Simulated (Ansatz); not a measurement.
Geometry optimisation, RKS PBE/def2-SVP (Ansatz).

Input:

```yaml
crystal:
  periodic: [false, false, false]
  atoms:
    - { symbol: Si, position_ang: [0.399877, -0.034875, -1.230074] }
    - { symbol: C, position_ang: [1.123498, 0.058798, 1.75644] }
    - { symbol: H, position_ang: [0.115036, -0.280294, 1.440017] }
    - { symbol: H, position_ang: [1.397621, -0.498865, 2.675366] }
    - { symbol: H, position_ang: [1.111296, 1.146686, 1.962589] }
    - { symbol: H, position_ang: [1.88092, -0.156704, 0.975988] }
    - { symbol: O, position_ang: [-0.728332, 1.227358, -1.17943] }
    - { symbol: Si, position_ang: [-2.383962, 1.378002, -0.842216] }
    - { symbol: H, position_ang: [-2.733878, 0.591162, 0.402563] }
    - { symbol: H, position_ang: [-2.685677, 2.836178, -0.64135] }
    - { symbol: H, position_ang: [-3.18868, 0.865799, -2.012306] }
    - { symbol: H, position_ang: [-0.510018, -1.200345, -0.694888] }
basis:
  gaussian: { orbitals: def2-SVP }
hamiltonian:
  xc: pbe
relax:
  f_tol: 0.03
  max_steps: 50
```

Run as:

```bash
$ ansatz run input.yaml --threads 2 --pin off --max-ram 3072MiB --backend cpu --events-out ev --progress --plain --runs-dir out
```

**Question.** Where does it end, and by what steps?

**Answer.** The forces met the threshold. The force dipped under the threshold on the way, but the program's further checks kept it going. After 20 steps the energy has fallen by 0.050 eV; H10 moved furthest, 0.88 Å.

```csv
step,energy less start (eV),largest force component (eV/Å),accepted
0,0.0000,0.176,yes
1,-0.0181,0.132,yes
2,-0.0214,0.102,yes
3,-0.0199,0.382,no
4,-0.0244,0.055,yes
5,-0.0284,0.058,yes
6,-0.0298,0.200,yes
7,-0.0325,0.068,yes
8,-0.0368,0.055,yes
9,-0.0387,0.050,yes
10,-0.0316,0.334,no
11,-0.0410,0.043,yes
12,-0.0430,0.106,yes
13,-0.0442,0.104,yes
14,-0.0460,0.101,yes
15,-0.0471,0.085,yes
16,-0.0483,0.066,yes
17,-0.0491,0.052,yes
18,-0.0496,0.019,yes
19,-0.0498,0.019,yes
20,-0.0500,0.027,yes
```

```xyz
12
Properties=species:S:1:pos:R:3
Si 0.362 -0.321 -1.363
C 1.115 0.284 1.841
H 0.009 0.256 1.821
H 1.494 -0.528 2.490
H 1.458 1.267 2.216
H 1.526 0.141 0.816
O -0.801 0.903 -1.415
Si -2.375 1.248 -0.906
H -2.978 0.052 -0.218
H -2.329 2.416 0.039
H -3.196 1.617 -2.109
H -0.488 -1.401 -0.599
```

Time of the run: 41 s on 2 threads of Arm Neoverse V1 (shared host), peak memory 0.14 GiB.
